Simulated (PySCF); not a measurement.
A PySCF script (with the pyscf-properties extension) for the NMR shieldings of SMILES CC(=O)C#CCC[SiH](C)C, C8H14OSi, on a GFN2-xTB geometry:

```python
import basis_set_exchange as bse
import numpy as np
from pyscf import gto, dft
from pyscf.prop import nmr

atoms = """
C     5.059678    0.250739    0.270122
C     4.074068   -0.806982   -0.167579
O     4.382153   -1.796278   -0.789421
C     2.724299   -0.521785    0.226918
C     1.581291   -0.328007    0.556574
C     0.202619   -0.060236    0.892124
C    -0.621900    0.174009   -0.378915
Si   -2.461226    0.535274   -0.000074
C    -3.256854   -0.982659    0.827460
C    -3.357536    0.939286   -1.625457
H     6.064119   -0.024297   -0.041211
H     4.785867    1.206585   -0.172824
H     5.023634    0.358965    1.352565
H    -0.196609   -0.916113    1.442255
H     0.148569    0.818634    1.540325
H    -0.528745   -0.703215   -1.021835
H    -0.182237    1.006300   -0.931381
H    -2.533258    1.690452    0.916612
H    -3.172848   -1.867178    0.201308
H    -4.313506   -0.813549    1.012129
H    -2.794287   -1.212002    1.783153
H    -2.920762    1.803232   -2.116586
H    -4.404773    1.160142   -1.444969
H    -3.313491    0.108446   -2.323736
"""
names = dict.fromkeys(["C", "O", "Si", "H"], "pcSseg-1")
basis = {el: gto.basis.parse(bse.get_basis(n, elements=[el], fmt="nwchem")) for el, n in names.items()}
mol = gto.M(atom=atoms, basis=basis, charge=0, verbose=0)
mf = dft.RKS(mol, xc="PBE0")
mf.grids.level = 2
mf.grids.alignment = dft.numint.BLKSIZE   # the property module wants whole blocks of grid points
mf.conv_tol = 1e-9
mf.kernel()

calc = nmr.RKS(mf)   # GIAO
C = mf.mo_coeff
Co = C[:, mf.mo_occ > 0]
resp = mf.gen_response(singlet=True, hermi=2)
def vind(x):   # induced exchange potential for any number of trial vectors
    d = np.einsum("pi,xij,qj->xpq", C, 2 * x.reshape(-1, C.shape[1], Co.shape[1]), Co, optimize=True)
    return np.einsum("xpq,pi,qj->xij", resp(d - d.transpose(0, 2, 1)), C, Co, optimize=True).ravel()
mo1, _ = nmr.rhf.solve_mo1(calc, with_cphf=vind)
sigma = calc.kernel(mo1)
for i, s in enumerate(sigma):   # ppm
    print("%2d %-2s %9.2f" % (i, mol.atom_pure_symbol(i), np.trace(s) / 3))
```

Question: What does it print?

Answer: 
```
 0 C     150.48
 1 C      -0.71
 2 O    -362.16
 3 C     101.55
 4 C      84.03
 5 C     169.81
 6 C     168.47
 7 Si    363.80
 8 C     191.84
 9 C     190.17
10 H      29.69
11 H      29.32
12 H      29.32
13 H      29.39
14 H      29.45
15 H      30.75
16 H      30.75
17 H      27.40
18 H      31.75
19 H      31.58
20 H      31.53
21 H      31.57
22 H      31.59
23 H      31.62
```

These numbers come from an equivalent density-fitted implementation of the same equations, which agrees with the script to about 0.01 ppm for H and up to a few tenths of a ppm for heavy atoms, so last digits may differ.

Question: Turn these shieldings into chemical shifts. Shifts are taken against calculated references (same method and geometry level): ¹³C (186.93 ppm) and ²⁹Si (349.16 ppm) and ¹H (31.72 ppm) vs TMS; ¹⁷O (336.08 ppm) vs H2O.

Answer: Averaging equivalent atoms: C 1: 187.6; C 4: 102.9; C 3: 85.4; C 0: 36.4; C 6: 18.5; C 5: 17.1; C 8/9: -4.1; O 2: 698.2; Si 7: -14.6; H 17: 4.32; H 13/14: 2.30; H 10/11/12: 2.28; H 15/16: 0.97; H 18/19/20/21/22/23: 0.11 ppm. Unscaled 17O shifts of doubly bonded oxygen tend to come out too high, by tens of ppm or more. Experimental scales use liquid or dissolved standards, which lie at an offset from isolated H2O (liquid H2O: subtract about 36 ppm).

Size and cost of the density-fitted run: 247 basis functions, 110 s wall time on 1 thread of an Arm Neoverse N1, shared host; peak memory 1.1 GiB.
